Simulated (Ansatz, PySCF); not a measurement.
Cl3H2NTi, SMILES [NH2][Ti]([Cl])([Cl])[Cl], multiplicity 1.

Geometry: PBE0-D3(BJ)/def2-SVP. The spin state was assumed, not searched. The isomer is the one that the SMILES or the coordinates give; other isomers of the formula were not compared. One conformer was computed; it need not be the lowest.

Vertical ionisation energy (IE) and electron affinity (EA) in eV. Rows of orbital energies are one-electron estimates. Where ΔSCF, EOM or ADC give a negative EA the extra electron is unbound and the value depends on the basis.

| level | IE | EA |
|---|---|---|
| −ε(HOMO), −ε(LUMO), HF/def2-TZVP (PySCF) | 11.80 | -1.14 |
| ΔSCF, PBE0/def2-TZVPD (Ansatz), final states of multiplicity 2 and 2 | [?] | [?] |

**Question.** What belongs in the gaps? (An estimate is asked for; the answer gives what the named calculation found.)

**Answer.** 
- ΔSCF, PBE0/def2-TZVPD (Ansatz, a first-principles code), final states of multiplicity 2 and 2, IE: 10.31
- ΔSCF, PBE0/def2-TZVPD (Ansatz), final states of multiplicity 2 and 2, EA: 1.75

**Question.** What vertical singlet–triplet gap does ΔSCF give with PBE0/def2-TZVPD (Ansatz)? (Estimate from the structure and the level; the computed values follow.)

**Answer.** 3.18 eV (triplet above singlet where positive).
